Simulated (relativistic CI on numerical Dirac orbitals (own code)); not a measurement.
**Co⁷⁺: computed level list**

These numbers are calculated, not measured: Dirac-Coulomb-Breit CI, separate exchange-only KLI orbitals for each configuration, model QED (radiative potential, 1s self-energy scaled to tabulated hydrogen-like ionisation energies), valence Slater integrals scaled by 0.9, P86 correlation estimate, and configurations built on the next ion tied to the tabulated ionisation energy (semi-empirical) (own radial code, finite nucleus).

Configurations in the expansion (outside the closed core [Ne]): 3s²3p⁶3d², 3s²3p⁶3d4s, 3s²3p⁶3d4p, 3s²3p⁶3d4d, 3s²3p⁶3d5s, 3s²3p⁶3d4f, 3s²3p⁵3d³, 3s²3p⁴3d⁴, 3s3p⁶3d³, 3s²3p⁶4s², 3s²3p⁶4s4p, 3p⁶3d⁴, 3s²3p⁶4p², 3s²3p⁶4s4d, 3s²3p⁶3d5p, 3s²3p⁶4p4d, 3s²3p⁶3d5d, 3s²3p⁵3d²4s, 3s²3p⁶3d5f, 3s3p⁵3d⁴, 3s²3p⁶3d5g, 3s²3p⁵3d4s², 3s²3p⁶4d², 3s²3p⁵3d²4p. Levels of other configurations are missing.

The lowest level is 3s²3p⁶3d² ³F2, with 98 % of that term; Hund's rules for 3s²3p⁶3d² give ³F with J = 2, in agreement.

| No. | Configuration | Term | J | E (cm⁻¹) | % | Next component (%) | jj configuration (%) |
| --- | --- | --- | --- | --- | --- | --- | --- |
| 1 | 3s²3p⁶3d² | ³F | 2 | 0 | 98 | 2 3s²3p⁴3d⁴ ³F | 3d3/2^2 (72) |
| 2 | 3s²3p⁶3d² | ³F | 3 | 1402 | 98 | 2 3s²3p⁴3d⁴ ³F | 3d3/2 3d5/2 (98) |
| 3 | 3s²3p⁶3d² | ³F | 4 | 3086 | 98 | 2 3s²3p⁴3d⁴ ³F | 3d5/2^2 (76) |
| 4 | 3s²3p⁶3d² | ¹D | 2 | 18610 | 89 | 8 ³P | 3d3/2 3d5/2 (49) |
| 5 | 3s²3p⁶3d² | ³P | 0 | 21489 | 98 | 2 3s²3p⁴3d⁴ ³P | 3d3/2^2 (63) |
| 6 | 3s²3p⁶3d² | ³P | 1 | 22024 | 98 | 2 3s²3p⁴3d⁴ ³P | 3d3/2 3d5/2 (98) |
| 7 | 3s²3p⁶3d² | ³P | 2 | 23186 | 90 | 8 ¹D | 3d5/2^2 (70) |
| 8 | 3s²3p⁶3d² | ¹G | 4 | 32337 | 98 | 2 3s²3p⁴3d⁴ ¹G | 3d3/2 3d5/2 (76) |
| 9 | 3s²3p⁶3d² | ¹S | 0 | 68789 | 97 | 2 3s²3p⁴3d⁴ ¹S | 3d5/2^2 (63) |
| 10 | 3s²3p⁵3d³‡ | ⁵S° | 2 | 443098 | 98 | 1 3s3p⁵3d⁴ ⁵S° | 3p3/2^3 3d3/2 3d5/2^2 (35) |
| 11 | 3s²3p⁵3d³‡ | ⁵D° | 2 | 447921 | 88 | 11 ⁵F° | 3p3/2^3 3d3/2^2 3d5/2 (40) |
| 12 | 3s²3p⁵3d³‡ | ⁵D° | 1 | 447984 | 94 | 5 ⁵F° | 3p3/2^3 3d3/2^2 3d5/2 (32) |
| 13 | 3s²3p⁵3d³‡ | ⁵D° | 0 | 448103 | 99 | 1 3s3p⁵3d⁴ ⁵D° | 3p3/2^3 3d3/2^2 3d5/2 (44) |
| 14 | 3s²3p⁵3d³‡ | ⁵D° | 3 | 448154 | 83 | 16 ⁵F° | 3p3/2^3 3d3/2^2 3d5/2 (48) |
| 15 | 3s²3p⁵3d³‡ | ⁵D° | 4 | 448983 | 82 | 16 ⁵F° | 3p3/2^3 3d3/2 3d5/2^2 (59) |
| 16 | 3s²3p⁶3d4s | ³D | 1 | 455121 | 99 | 1 3s²3p⁵3d²4p ³D | 3d3/2 4s (99) |
| 17 | 3s²3p⁶3d4s | ³D | 2 | 455829 | 96 | 4 ¹D | 3d3/2 4s (77) |
| 18 | 3s²3p⁵3d³‡ | ⁵F° | 5 | 456641 | 94 | 5 ⁵G° | 3p3/2^3 3d3/2 3d5/2^2 (47) |
| 19 | 3s²3p⁶3d4s | ³D | 3 | 457473 | 99 | 1 3s²3p⁵3d²4p ³D | 3d5/2 4s (99) |
| 20 | 3s²3p⁵3d³‡ | ⁵F° | 1 | 458069 | 91 | 5 ⁵D° | 3p3/2^3 3d3/2^2 3d5/2 (39) |
| 21 | 3s²3p⁵3d³‡ | ⁵F° | 4 | 458175 | 76 | 16 ⁵D° | 3p3/2^3 3d3/2 3d5/2^2 (35) |
| 22 | 3s²3p⁵3d³‡ | ⁵F° | 2 | 458405 | 83 | 11 ⁵D° | 3p1/2 3p3/2^4 3d3/2^2 3d5/2 (27) |
| 23 | 3s²3p⁵3d³‡ | ⁵F° | 3 | 458554 | 77 | 15 ⁵D° | 3p3/2^3 3d3/2^2 3d5/2 (31) |
| 24 | 3s²3p⁶3d4s | ¹D | 2 | 461910 | 95 | 4 ³D | 3d5/2 4s (77) |
| 25 | 3s²3p⁵3d³‡ | ⁵G° | 6 | 470076 | 100 |  | 3p3/2^3 3d3/2 3d5/2^2 (46) |
| 26 | 3s²3p⁵3d³‡ | ⁵G° | 5 | 473114 | 90 | 5 ³G° | 3p3/2^3 3d3/2 3d5/2^2 (56) |
| 27 | 3s²3p⁵3d³‡ | ³F° | 2 | 473268 | 80 | 17 ⁵G° | 3p3/2^3 3d3/2 3d5/2^2 (49) |
| 28 | 3s²3p⁵3d³‡ | ⁵G° | 4 | 475404 | 83 | 9 ³G° | 3p3/2^3 3d3/2^2 3d5/2 (42) |
| 29 | 3s²3p⁵3d³‡ | ³F° | 3 | 475584 | 60 | 32 ⁵G° | 3p3/2^3 3d3/2^2 3d5/2 (29) |
| 30 | 3s²3p⁵3d³‡ | ⁵G° | 3 | 478338 | 48 | 25 ³G° | 3p3/2^3 3d3/2^2 3d5/2 (33) |

Energies count from the lowest computed level; ° marks odd parity. Filled j subshells are mostly left out of the jj labels. ‡ marks configurations that were not tied to measured data.

The mean weight of the leading LS term, summed over parents, in these 30 levels is 89 %, and that of the leading jj configuration (from the same eigenvectors) 57 %, so LS coupling describes them better.

Configurations that consist of the next ion and one excited electron were tied to the tabulated ionisation energy; Rydberg ones are usually within 1,000 to 3,000 cm⁻¹ and the lowest ones within about 6,000 (9,000 in d shells), while levels on excited terms of the next ion carry the error of that term, and the other configurations can be misplaced by 10,000 cm⁻¹ or more. Rates follow the energies as ν³ (E1, M1) or ν⁵ (E2), so rates, branching and lifetimes can be off by large factors. 38 of the 55 excited levels that our extract of the measured tables holds in this range could be paired (the sources list more); they are missed by 16046 cm⁻¹ on average and 131446 at most, and levels without a partner can miss by more.

Landé's interval rule says that E(J) − E(J−1) = AJ with one A. For the ground term the intervals give A = 467.4, 420.9 cm⁻¹ for J = 3, 4; the multiplet is regular.

LS names give the leading component of a level, which can be under half, so a name can repeat, a term be missing and a line seem to break the LS rules.
